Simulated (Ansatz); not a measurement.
Computed with Ansatz on PBE0-D4/def2-TZVP structures; ΔE is electronic, products minus reactants. CBS: MP2 limit from def2 TZ/QZ plus the TZ coupled-cluster correction, frozen cores. DFT in def2-TZVPP. B3LYP here is the variant with VWN-RPA as its local correlation; programs differ in this. Elements past krypton have def2 core potentials. For Br, In outer-core shells are correlated without core-valence functions, which leaves a few kJ/mol of doubt a bond. Scalar relativity is left out up to krypton. One conformer a species, not always the lowest.

Reaction (formal exchange of groups at the In–N bond): `[SiH3][N]([SiH3])[In]([Cl])[Cl]` + `CBr` → `[Cl][In]([Cl])[Br]` + `CN([SiH3])[SiH3]`

```
   level  ΔE (kcal/mol)
B3LYP-D4          -19.2
 ωB97X-V          -18.8
```

(1) What does CCSD(T)/CBS give? (An estimate is asked.)

Largest T1 diagnostic among the species: 0.013.

## Answers

(1) Computed: -16.1 kcal/mol. The listed levels differ from it by -3.1, -2.7 kcal/mol.

From PBE to PBE0 (25 % exact exchange), in def2-TZVPP and without D4, ΔE moves by −1.2 kcal/mol. Leaving LDA and LC-ωPBE aside and taking each functional with its dispersion term where it has one, the values, not all of them listed here, spread over 2.0 kcal/mol, from BHLYP-D4 to BLYP-D4. At CCSD(T), def2-SVP lies −5.5 kcal/mol from the extrapolated value and def2-TZVPP +0.1 kcal/mol.
